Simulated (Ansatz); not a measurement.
Ansatz (a first-principles code) input (B3LYP-D3(BJ)/def2-TZVP):

Ansatz 0.2 input:
```yaml
crystal:
  periodic: [false, false, false]
  atoms:
    - {symbol: C, position_ang: [-1.85814463, -0.29564327, -0.78997481]}
    - {symbol: C, position_ang: [-0.63008066, -0.35762627, 0.10556049]}
    - {symbol: C, position_ang: [-0.13645833, 1.02129429, 0.56071290]}
    - {symbol: C, position_ang: [1.31759012, 0.78198382, 0.98115734]}
    - {symbol: C, position_ang: [1.74702831, -0.34712811, 0.12552021]}
    - {symbol: C, position_ang: [0.60401187, -0.96538398, -0.58061406]}
    - {symbol: H, position_ang: [-2.15308454, -1.29490941, -1.10350031]}
    - {symbol: H, position_ang: [-1.65249672, 0.29750989, -1.67917749]}
    - {symbol: H, position_ang: [-2.69342366, 0.15835810, -0.26081351]}
    - {symbol: H, position_ang: [-0.86455394, -0.95608380, 0.99229430]}
    - {symbol: H, position_ang: [-0.74554772, 1.43538318, 1.36314146]}
    - {symbol: H, position_ang: [-0.16558791, 1.71189851, -0.28422197]}
    - {symbol: H, position_ang: [1.36886466, 0.51286497, 2.04722370]}
    - {symbol: H, position_ang: [1.94526166, 1.67079671, 0.85827217]}
    - {symbol: H, position_ang: [2.76171826, -0.68425962, 0.04045926]}
    - {symbol: H, position_ang: [0.60466345, -0.69769773, -1.64865757]}
    - {symbol: H, position_ang: [0.61684153, -2.05911366, -0.53724810]}
basis:
  gaussian:
    orbitals: def2-TZVP
hamiltonian:
  xc: b3lyp
  dispersion: d3bj
magnetization: {spin_polarized: true, initial_magnetization: 1}
relax: {f_tol: 0.002, max_steps: 150}
```

Output:

```
Functional definition: B3LYP
integrals: 0.20 GiB planned
1564 factors; their error is unknown
0.38 GiB of the device are held for the grids
1.54 GiB of device memory are held for the factors and their scratch space
mean field: 1.86 GiB planned
mean field evaluation 1: about -6386.8802 eV, gradient 5.7e1 eV
mean field evaluation 2: about -6369.5145 eV, gradient 8.2e1 eV
mean field evaluation 4: about -6402.7379 eV, gradient 4.3e0 eV
mean field evaluation 8: about -6402.8207 eV, gradient 5.3e-2 eV
mean field evaluation 16: about -6402.7721 eV, gradient 5.9e-4 eV
mean field -6402.77213921 eV, -235.2975361612 hartree, gradient 3.1e-5 eV, S^2 0.754278; 0 other end points of the search recorded, 0 dependent functions left out
the calculation of the forces begins
reference -6402.77245632 eV, -235.2975478147 hartree; 24, 23 occupied and 228, 229 virtual orbitals, 1564 factors
relax step   1: F+E_penalty+E_count = -6403.42707694 eV  Δ(F+E_penalty+E_count) = +0.000e0 eV  max|allowed force component| = 2.961e-1 eV/Å  Δτ_max = 0.0000 Å  (32 SCF iters, accepted)
these checks for a lower state are left out or cut short: starts, cluster_reference, orbital_swaps, neighbouring_geometries, increment
integrals: 0.20 GiB planned
1564 factors; their error is unknown
0.37 GiB of the device are held for the grids
1.54 GiB of device memory are held for the factors and their scratch space
mean field: 1.86 GiB planned
mean field -6402.79104749 eV, -235.2982310277 hartree, gradient 1.5e-5 eV, S^2 0.754337; 0 other end points of the search recorded, 0 dependent functions left out
the calculation of the forces begins
reference -6402.79136570 eV, -235.2982427216 hartree; 24, 23 occupied and 228, 229 virtual orbitals, 1564 factors
relax step   2: F+E_penalty+E_count = -6403.44235287 eV  Δ(F+E_penalty+E_count) = -1.528e-2 eV  max|allowed force component| = 1.264e-1 eV/Å  Δτ_max = 0.0289 Å  (32 SCF iters, accepted)
these checks for a lower state are left out or cut short: starts, cluster_reference, orbital_swaps, neighbouring_geometries, increment
integrals: 0.20 GiB planned
1564 factors; their error is unknown
0.37 GiB of the device are held for the grids
1.54 GiB of device memory are held for the factors and their scratch space
mean field: 1.85 GiB planned
mean field evaluation 32: about -6402.7934 eV, gradient 1.6e-5 eV
mean field -6402.79341090 eV, -235.2983178814 hartree, gradient 1.6e-5 eV, S^2 0.754359; 0 other end points of the search recorded, 0 dependent functions left out
the calculation of the forces begins
reference -6402.79372925 eV, -235.2983295805 hartree; 24, 23 occupied and 228, 229 virtual orbitals, 1564 factors
relax step   3: F+E_penalty+E_count = -6403.44420564 eV  Δ(F+E_penalty+E_count) = -1.853e-3 eV  max|allowed force component| = 4.521e-2 eV/Å  Δτ_max = 0.0124 Å  (33 SCF iters, accepted)
these checks for a lower state are left out or cut short: starts, cluster_reference, orbital_swaps, neighbouring_geometries, increment
integrals: 0.20 GiB planned
1564 factors; their error is unknown
0.37 GiB of the device are held for the grids
1.54 GiB of device memory are held for the factors and their scratch space
mean field: 1.86 GiB planned
mean field -6402.79345414 eV, -235.2983194703 hartree, gradient 1.6e-5 eV, S^2 0.754356; 0 other end points of the search recorded, 0 dependent functions left out
the calculation of the forces begins
reference -6402.79377235 eV, -235.2983311645 hartree; 24, 23 occupied and 228, 229 virtual orbitals, 1564 factors
relax step   4: F+E_penalty+E_count = -6403.44445357 eV  Δ(F+E_penalty+E_count) = -2.479e-4 eV  max|allowed force component| = 1.072e-2 eV/Å  Δτ_max = 0.0104 Å  (33 SCF iters, accepted)
these checks for a lower state are left out or cut short: starts, cluster_reference, orbital_swaps, neighbouring_geometries, increment
integrals: 0.20 GiB planned
1564 factors; their error is unknown
0.37 GiB of the device are held for the grids
1.54 GiB of device memory are held for the factors and their scratch space
mean field: 1.86 GiB planned
mean field -6402.79346740 eV, -235.2983199575 hartree, gradient 1.7e-5 eV, S^2 0.754356; 0 other end points of the search recorded, 0 dependent functions left out
the calculation of the forces begins
reference -6402.79378562 eV, -235.2983316519 hartree; 24, 23 occupied and 228, 229 virtual orbitals, 1564 factors
relax step   5: F+E_penalty+E_count = -6403.44448954 eV  Δ(F+E_penalty+E_count) = -3.597e-5 eV  max|allowed force component| = 3.502e-3 eV/Å  Δτ_max = 0.0051 Å  (32 SCF iters, accepted)
these checks for a lower state are left out or cut short: starts, cluster_reference, orbital_swaps, neighbouring_geometries, increment
integrals: 0.20 GiB planned
1564 factors; their error is unknown
0.37 GiB of the device are held for the grids
1.54 GiB of device memory are held for the factors and their scratch space
mean field: 1.86 GiB planned
mean field -6402.79342432 eV, -235.2983183746 hartree, gradient 1.7e-5 eV, S^2 0.754355; 0 other end points of the search recorded, 0 dependent functions left out
the calculation of the forces begins
reference -6402.79374252 eV, -235.2983300681 hartree; 24, 23 occupied and 228, 229 virtual orbitals, 1564 factors
relax step   6: F+E_penalty+E_count = -6403.44449399 eV  Δ(F+E_penalty+E_count) = -4.449e-6 eV  max|allowed force component| = 1.568e-3 eV/Å  Δτ_max = 0.0021 Å  (34 SCF iters, accepted)
integrals: 0.20 GiB planned
1564 factors; their error is unknown
0.37 GiB of the device are held for the grids
1.54 GiB of device memory are held for the factors and their scratch space
mean field: 1.86 GiB planned
mean field evaluation 64: about -6402.5386 eV, gradient 8.2e0 eV
mean field -6402.79342432 eV, -235.2983183746 hartree, gradient 1.7e-5 eV, S^2 0.754355; 1 other end points of the search recorded, 0 dependent functions left out
the calculation of the forces begins
reference -6402.79374252 eV, -235.2983300681 hartree; 24, 23 occupied and 228, 229 virtual orbitals, 1564 factors
Total energy: -6403.44481219 eV, -235.3222564370 hartree
Atom 0 at    -1.875244    -0.306602    -0.781140 Å, force    -0.000321     0.000442    -0.000337 eV/Å
Atom 1 at    -0.629885    -0.348650     0.090974 Å, force    -0.000696    -0.000439     0.000065 eV/Å
Atom 2 at    -0.129020     1.029198     0.554197 Å, force    -0.000503     0.000326     0.000548 eV/Å
Atom 3 at     1.325006     0.783237     0.996778 Å, force     0.000633    -0.000743    -0.001568 eV/Å
Atom 4 at     1.763319    -0.356069     0.135244 Å, force    -0.000399     0.000265    -0.000383 eV/Å
Atom 5 at     0.611130    -0.964205    -0.590656 Å, force     0.000675     0.000450     0.000371 eV/Å
Atom 6 at    -2.175844    -1.308746    -1.094995 Å, force    -0.000015     0.000008     0.000124 eV/Å
Atom 7 at    -1.694790     0.285329    -1.682548 Å, force     0.000072    -0.000021    -0.000013 eV/Å
Atom 8 at    -2.717781     0.142164    -0.250284 Å, force    -0.000042    -0.000150    -0.000102 eV/Å
Atom 9 at    -0.845493    -0.944459     0.985341 Å, force     0.000333     0.000071     0.000281 eV/Å
Atom 10 at    -0.751878     1.461488     1.338700 Å, force    -0.000055    -0.000052     0.000028 eV/Å
Atom 11 at    -0.143799     1.719756    -0.295062 Å, force     0.000190    -0.000233    -0.000250 eV/Å
Atom 12 at     1.360777     0.512942     2.063442 Å, force    -0.000090    -0.000104     0.000327 eV/Å
Atom 13 at     1.957552     1.670971     0.895107 Å, force     0.000098     0.000160     0.000417 eV/Å
Atom 14 at     2.786151    -0.694603     0.049165 Å, force     0.000321    -0.000005     0.000507 eV/Å
Atom 15 at     0.620076    -0.690514    -1.658735 Å, force    -0.000226    -0.000018    -0.000005 eV/Å
Atom 16 at     0.606325    -2.058992    -0.565394 Å, force     0.000026     0.000043    -0.000008 eV/Å
Dipole moment:    -0.037424     0.001649     0.019979 e Å
```

It need not be the lowest isomer of its formula.
